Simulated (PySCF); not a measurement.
C₄H₂BrF, SMILES C#C/C=C(\F)Br.

Geometry: PBE0-D3(BJ)/def2-SVP. The structure was generated by enumeration; whether it is a known compound was not checked.

Computed with PBE0-D3(BJ)/def2-SVP run with PySCF.

Frequencies are harmonic and unscaled.

| mode | ν (cm⁻¹) | IR (km/mol) | moving atoms (share of kinetic energy) |
|---|---|---|---|
| 1 | 125 | 0.4 | C 74 %, H 15 % |
| 2 | 127 | 1.0 | C 56 %, F 27 %, H 11 % |
| 3 | 285 | 1.2 | C 60 %, Br 21 %, F 12 % |
| 4 | 358 | 0.5 | F 64 %, Br 23 %, C 12 % |
| 5 | 429 | 11.0 | C 74 %, Br 10 %, F 8 % |
| 6 | 437 | 5.0 | C 89 %, H 9 % |
| 7 | 583 | 2.2 | C 79 %, H 14 % |
| 8 | 663 | 40.8 | H 77 %, C 23 % |
| 9 | 718 | 34.1 | H 77 %, C 23 % |
| 10 | 827 | 16.0 | H 73 %, C 27 % |
| 11 | 839 | 67.1 | C 75 %, F 20 % |
| 12 | 1033 | 29.7 | C 86 %, H 8 % |
| 13 | 1123 | 86.7 | H 52 %, C 32 %, F 16 % |
| 14 | 1351 | 66.6 | C 52 %, H 37 %, F 11 % |
| 15 | 1729 | 138.2 | C 96 % |
| 16 | 2236 | 4.2 | C 91 %, H 9 % |
| 17 | 3224 | 10.2 | H 92 %, C 8 % |
| 18 | 3489 | 102.9 | H 86 %, C 14 % |
